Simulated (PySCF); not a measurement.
A geometry optimisation, step by step.

Trifluoromethylgermane, CH3F3Ge.
Numbering: `[F:1][C:2]([F:3])([F:4])[GeH3:5]` (hydrogens: H6, H7, H8 on Ge5)

Method: PBE0-D3(BJ)/def2-SVP geometry optimisation, gas phase (PySCF); density fitting, grid level 1; the optimiser is geomeTRIC in internal coordinates, started from a GFN2-xTB structure with every atom displaced at random (about 0.01 Å). The frame can shift and turn from step to step; on so coarse a grid that alone can change the energy by a few meV, and forces under 0.02 eV/Å are noise.

Step 0: E = -65724.2188 eV, largest atomic force 1.310 eV/Å
```
atom  x, y, z in Å  |  force x, y, z in eV/Å
F1      1.605   -0.233   -1.088   -0.508   0.276   0.145
C2      0.958   -0.056    0.088    1.199  -0.506  -0.146
F3      1.463    1.052    0.645   -0.170   0.146  -0.035
F4      1.375   -1.084    0.857   -0.541   0.167   0.023
Ge5    -1.023    0.052   -0.114    0.931   0.183   0.162
H6     -1.312    1.238   -0.973   -0.150   0.579  -0.462
H7     -1.451   -1.220   -0.728   -0.390  -0.934  -0.475
H8     -1.559    0.233    1.261   -0.370   0.088   0.789
```

Step 1: E = -65724.2797 eV, largest atomic force 0.779 eV/Å
```
atom  x, y, z in Å  |  force x, y, z in eV/Å
F1      1.335   -0.176   -1.299    0.366  -0.109  -0.133
C2      1.003   -0.106   -0.003   -0.763   0.079  -0.135
F3      1.703    0.887    0.540    0.098   0.045   0.126
F4      1.369   -1.250    0.582    0.205  -0.024   0.045
Ge5    -0.989    0.130    0.047   -0.050  -0.051   0.018
H6     -1.325    1.363   -0.816    0.035  -0.117   0.112
H7     -1.530   -1.165   -0.602    0.007   0.205   0.113
H8     -1.505    0.297    1.492    0.102  -0.028  -0.146
```

Step 2: E = -65724.3035 eV, largest atomic force 0.243 eV/Å
```
atom  x, y, z in Å  |  force x, y, z in eV/Å
F1      1.389   -0.188   -1.295    0.013   0.002   0.014
C2      0.991   -0.108   -0.014    0.039  -0.082  -0.189
F3      1.677    0.887    0.548   -0.068   0.217   0.086
F4      1.378   -1.237    0.589   -0.060  -0.135   0.075
Ge5    -0.995    0.125    0.036    0.039  -0.028  -0.020
H6     -1.332    1.359   -0.808    0.008   0.013   0.010
H7     -1.567   -1.149   -0.598   -0.029   0.020   0.011
H8     -1.478    0.290    1.481    0.058  -0.007   0.012
```

Step 3: E = -65724.3128 eV, largest atomic force 0.231 eV/Å
```
atom  x, y, z in Å  |  force x, y, z in eV/Å
F1      1.427   -0.194   -1.289   -0.039   0.025   0.174
C2      0.986   -0.112   -0.021    0.143  -0.095  -0.155
F3      1.631    0.906    0.559   -0.035   0.029  -0.007
F4      1.368   -1.234    0.605   -0.029   0.029  -0.006
Ge5    -0.993    0.116    0.020    0.003   0.007  -0.016
H6     -1.327    1.359   -0.807   -0.010   0.055  -0.025
H7     -1.595   -1.143   -0.603   -0.039  -0.056  -0.035
H8     -1.435    0.280    1.475    0.006   0.006   0.070
```

Step 4: E = -65724.3151 eV, largest atomic force 0.128 eV/Å
```
atom  x, y, z in Å  |  force x, y, z in eV/Å
F1      1.452   -0.196   -1.279   -0.042   0.004   0.074
C2      0.986   -0.115   -0.024    0.089  -0.050  -0.077
F3      1.609    0.913    0.564   -0.007   0.008   0.011
F4      1.366   -1.231    0.615   -0.018   0.032  -0.006
Ge5    -0.994    0.112    0.010   -0.011   0.007   0.000
H6     -1.326    1.364   -0.809   -0.002   0.010  -0.001
H7     -1.615   -1.142   -0.612   -0.006  -0.011  -0.014
H8     -1.414    0.274    1.474   -0.004   0.001   0.012
```

Step 5: E = -65724.3153 eV, largest atomic force 0.025 eV/Å
```
atom  x, y, z in Å  |  force x, y, z in eV/Å
F1      1.455   -0.199   -1.277   -0.006   0.001   0.019
C2      0.987   -0.117   -0.024    0.002  -0.016  -0.019
F3      1.607    0.913    0.566    0.007   0.007   0.001
F4      1.365   -1.231    0.618   -0.002   0.004   0.000
Ge5    -0.994    0.112    0.008    0.001   0.001   0.004
H6     -1.325    1.367   -0.808    0.000   0.002   0.003
H7     -1.618   -1.141   -0.617    0.002   0.004  -0.005
H8     -1.414    0.272    1.473   -0.003  -0.003  -0.003
```

Task: Summarise the path.

Result: The energy falls by 0.0965 eV from step 0 to step 5; nine tenths of that is first reached at step 3. It falls at every step. The largest force goes from 1.310 to 0.025 eV/Å. Among the bonds Ge5–H7 changes most, from 1.476 to 1.533 Å; the atoms move by 0.046 Å rms after alignment.

Task: Follow the three bonds and two angles with the largest change from start to end.

Result: 
| step | E above end (eV) | largest force (eV/Å) | Ge5–H7 (Å) | Ge5–H8 (Å) | Ge5–H6 (Å) | F1–C2–F4 (°) | F4–C2–Ge5 (°) |
| --- | --- | --- | --- | --- | --- | --- | --- |
| 0 | 0.0965 | 1.310 | 1.476 | 1.487 | 1.493 | 104.3 | 113.9 |
| 1 | 0.0356 | 0.779 | 1.547 | 1.543 | 1.543 | 108.1 | 111.2 |
| 2 | 0.0118 | 0.243 | 1.534 | 1.533 | 1.533 | 107.1 | 112.0 |
| 3 | 0.0025 | 0.231 | 1.529 | 1.529 | 1.529 | 107.2 | 111.7 |
| 4 | 0.0002 | 0.128 | 1.532 | 1.532 | 1.532 | 107.3 | 111.6 |
| 5 | 0.0000 | 0.025 | 1.533 | 1.533 | 1.533 | 107.4 | 111.6 |

What follows is the cost of the whole optimisation. The run took 17 s wall on one thread of an Intel Xeon 6975P-C (shared host), and the process peaked at 0.43 GiB of memory.
